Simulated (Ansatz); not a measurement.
Relaxation of CH₃GaO (6 atoms, charge 0, multiplicity 1), to a largest force component of 0.02 eV/Å in at most 50 steps.

These are results of RKS BLYP/def2-SVP (Ansatz), not measurements.

```xyz
6
Properties=species:S:1:pos:R:3:forces:R:3
C 0.085 -0.079 -0.481 -3.66 6.23 -14.85
O -1.015 -0.299 0.387 -10.50 -2.41 -1.13
Ga 0.508 -0.347 1.032 12.44 -1.26 18.41
H -0.298 0.179 -1.508 0.62 0.08 0.60
H 0.714 -0.920 -0.554 0.22 -3.15 -1.78
H -1.866 0.078 0.724 0.88 0.52 -1.25
```

**Question.** Where does it end, and by what steps?

**Answer.** The run converged. After 13 steps the energy has fallen by 6.164 eV; Ga3 moved furthest, 0.78 Å. The start is strongly strained (largest force component 18 eV/Å), so its close contacts needn't be bonds. Parted: O2–Ga3, Ga3–H5.

| step | energy less start (eV) | largest force component (eV/Å) | accepted |
| --- | --- | --- | --- |
| 0 | 0.0000 | 18.409 | yes |
| 1 | -3.3175 | 9.149 | yes |
| 2 | -5.0055 | 3.641 | yes |
| 3 | -5.8686 | 1.021 | yes |
| 4 | -6.0569 | 1.470 | yes |
| 5 | -6.1449 | 0.371 | yes |
| 6 | -6.1554 | 0.267 | yes |
| 7 | -6.1610 | 0.123 | yes |
| 8 | -6.1622 | 0.051 | yes |
| 9 | -6.1627 | 0.037 | yes |
| 10 | -6.1632 | 0.039 | yes |
| 11 | -6.1634 | 0.057 | yes |
| 12 | -6.1636 | 0.025 | yes |
| 13 | -6.1636 | 0.012 | yes |

```xyz
6
Properties=species:S:1:pos:R:3
C 0.048 -0.300 -0.441
O -1.116 -0.614 0.443
Ga 0.885 0.200 1.432
H -0.215 0.481 -1.185
H 0.321 -1.232 -0.976
H -1.794 0.079 0.327
```

Whether the end is a true minimum wasn't checked by a vibrational analysis.

The run took 24 s on 1 thread of Arm Neoverse V2, on a shared host, peak memory 0.13 GiB.
